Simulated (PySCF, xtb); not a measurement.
TeF₄, SMILES [Te](F)(F)(F)F.

GFN2-xTB in xtb at its own geometry gives an orbital gap of 6.35 eV and a dipole moment of 3.56 D.

The structure is a stationary point at PBE0-D3(BJ)/def2-SVP. A frequency run showed that this geometry is not a minimum. The isomer is the one that the SMILES or the coordinates give; other isomers of the formula were not compared. The def2 effective core potentials stand for the cores of Te; spin–orbit coupling is left out.

Q: What does PySCF with M06-2X/def2-TZVP give? (Estimate from the structure and the level; the computed values follow.)

A: gap 10.98 eV (levels -12.35 and -1.36 eV), dipole 3.70 D.
